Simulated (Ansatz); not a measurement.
Saddle point of SnNH₇, singlet (SnH₄ + NH₃ → SnNH₅ ([NH2][SnH3]) + H₂; bonds formed: Sn1–N7, H2–H6; bonds broken: Sn1–H2, H6–N7), PBE0-D4/def2-TZVP structure:

```json
{"atom": "Sn1", "x (Å)": "-0.8866", "y (Å)": "-0.4606", "z (Å)": "-0.1372"}
{"atom": "H2", "x (Å)": "0.9417", "y (Å)": "-1.1962", "z (Å)": "0.8772"}
{"atom": "H3", "x (Å)": "-0.6920", "y (Å)": "-1.7926", "z (Å)": "-1.1755"}
{"atom": "H4", "x (Å)": "-1.6564", "y (Å)": "-0.6926", "z (Å)": "1.3608"}
{"atom": "H5", "x (Å)": "-1.8528", "y (Å)": "0.6918", "z (Å)": "-1.0042"}
{"atom": "H6", "x (Å)": "1.2216", "y (Å)": "-0.1814", "z (Å)": "0.5420"}
{"atom": "N7", "x (Å)": "0.8568", "y (Å)": "0.8501", "z (Å)": "-0.0436"}
{"atom": "H8", "x (Å)": "0.7625", "y (Å)": "1.6996", "z (Å)": "0.5060"}
{"atom": "H9", "x (Å)": "1.3053", "y (Å)": "1.0819", "z (Å)": "-0.9255"}
```

Energies are electronic, without zero-point energy. Barriers and step energies count from the start structure reached by relaxing down the imaginary mode; all methods use the PBE0-D4 structures, on which another method's saddle can fall below an end. Program: Ansatz 0.2.0. Basis: def2-TZVPP, with def2-QZVPP for the basis limit. Cores are frozen in the correlated methods. Filled d shells of the heavier atoms are correlated. Core potentials replace the inner electrons of the atoms past krypton. The def2 sets are not built for correlating such inner shells, so the correlated values are less sure here. B3LYP uses VWN-RPA correlation. Extrapolation: Hartree–Fock as exp(−7.88 √X), correlation as X^−2.97.

```
      method  barrier (eV)  step energy (eV)
       SPW92         1.511             0.558
      PBE-D4         1.720             0.448
     BLYP-D4         1.818             0.394
   r2SCAN-D4             ?             0.451
      B97M-V         1.934             0.572
     PBE0-D4         1.895             0.503
    B3LYP-D4         1.958             0.452
  r2SCAN0-D4             ?             0.502
    BHLYP-D4         2.155             0.513
CAM-B3LYP-D4         2.036             0.486
     wB97X-V             ?             0.471
     wB97M-V         2.050             0.491
      B2PLYP         2.046             0.427
    PBE-QIDH         2.036             0.479
  RPA on PBE         2.094             0.429
          HF         2.581             0.563
         MP2         2.065             0.376
        CCSD         2.200             0.485
     CCSD(T)         2.103             0.450
```

Problem. Fill in the withheld barriers. (To be estimated.)

Solution. The calculation gives: r2SCAN-D4 1.839; wB97X-V 2.063; r2SCAN0-D4 1.973 eV. Each is the energy of the saddle less that of the start structure, by the same method.

For comparison, the barrier by CCSD(T) at an estimated basis limit (MP2 extrapolated from triple and quadruple zeta, plus CCSD(T) − MP2 in triple zeta) is 2.001 eV.

No T1 diagnostic of these runs exceeds 0.014.

Labels in which every atom is bracketed show which atoms are joined, not bond orders.

For scale, one of the runs: CCSD(T)/def2-TZVPP, 179 basis functions, launched by `ansatz run in.yaml --threads 2 --pin off --events-out ev --progress --plain --max-ram 4352MiB`. Time: 24 s of wall clock on 2 CPU threads; the host was shared. Peak host memory: 1.9 GiB.
